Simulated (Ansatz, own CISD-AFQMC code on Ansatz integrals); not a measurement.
C2H7B, SMILES `CBC` (charge 0, multiplicity 1).

Z-matrix (Å, degrees):
```
B
H 1 1.1995
C 1 1.5599 2 118.24
H 3 1.0918 1 114.97 2 165.44
H 3 1.0928 4 109.64 1 129.34
H 3 1.1013 4 106.88 5 113.31
C 1 1.5599 2 118.23 3 -179.99
H 7 1.0918 1 114.97 2 165.60
H 7 1.0928 8 109.63 1 129.29
H 7 1.1013 8 106.90 9 113.30
```
Charge 0, spin multiplicity 1.

Frozen-core correlation energies in cc-pVDZ at a geometry from B3LYP-D3(BJ)/def2-TZVP, on an HF energy of -104.50150 Ha (<S^2> = 0.00). Wave-function levels are from Ansatz, the walk from an own CISD-AFQMC code on Ansatz integrals (time step 0.005/Ha, trial state from CCSD amplitudes, largest double 0.03).

```
level    correlation energy (mHa)
-------  ------------------------
MP2                        -377.7
CCSD                       -426.5
CCSD(T)                    -437.6
```

### Question
What correlation energy does phaseless AFQMC give, and where does it lie among these levels?

### Answer
-439.3 ± 0.3 mHa (one standard error). AFQMC minus each level: MP2 -61.7 mHa, CCSD -12.9 mHa, CCSD(T) -1.8 mHa.
